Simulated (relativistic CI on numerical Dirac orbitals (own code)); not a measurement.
Sr¹³⁺: q coefficients and field-shift factors

Method of calculation: Dirac-Coulomb-Breit CI, separate exchange-only KLI orbitals for each configuration, derivatives by finite differences, unscaled Slater integrals, QED left out (own radial code, finite nucleus).

Configuration list (outside the closed core [Ne]): 3s2.3p6.3d7, 3s2.3p5.3d8, 3s2.3p4.3d9, 3s.3p6.3d8, 3s2.3p6.3d6.4s, 3p6.3d9, 3s2.3p6.3d6.4p, 3s2.3p6.3d6.4d. Levels of other configurations are missing.

With x = (α/α₀)² − 1 an excitation energy changes as ω = ω₀ + qx; K = 2q/ω₀ is the relative enhancement. Terms are leading LS components, so labels can repeat. The field-shift factor is F = δν/δ⟨r²⟩ for the transition from the lowest level.

Lowest level 3s2.3p6.3d7 4F_9/2.

| Level | ω₀ (cm⁻¹) | q (cm⁻¹) | K | F (GHz/fm²) |
| --- | --- | --- | --- | --- |
| 3s2.3p6.3d7 4F_7/2 | 11334 | 12430 | 2.19 | 0.0668 |
| 3s2.3p6.3d7 4F_5/2 | 17688 | 16850 | 1.9 | 0.0926 |
| 3s2.3p6.3d7 4F_3/2 | 21539 | 18920 | 1.76 | 0.105 |
| 3s2.3p6.3d7 4P_3/2 | 43585 | 200.9 | 0.00922 | 0.0245 |
| 3s2.3p6.3d7 4P_5/2 | 47618 | 7381 | 0.31 | 0.0902 |
| 3s2.3p6.3d7 2G_9/2 | 49956 | 6926 | 0.277 | 0.0849 |
| 3s2.3p6.3d7 4P_1/2 | 53333 | 11950 | 0.448 | 0.101 |
| 3s2.3p6.3d7 2G_7/2 | 60296 | 17230 | 0.571 | 0.139 |
| 3s2.3p6.3d7 4P_3/2 | 64002 | 18640 | 0.583 | 0.131 |
| 3s2.3p6.3d7 2D_5/2 | 68866 | 14950 | 0.434 | 0.127 |
| 3s2.3p6.3d7 2H_11/2 | 69327 | 9416 | 0.272 | 0.136 |
| 3s2.3p6.3d7 2P_1/2 | 71981 | 25060 | 0.696 | 0.141 |
| 3s2.3p6.3d7 2H_9/2 | 80528 | 22760 | 0.565 | 0.205 |

At this charge energies of transitions that change n are usually good to better than 1 %, and those within a shell (Δn = 0) to a few per cent. Terms inside the open d or f shell come out 10 to 20 % too wide with unscaled integrals.
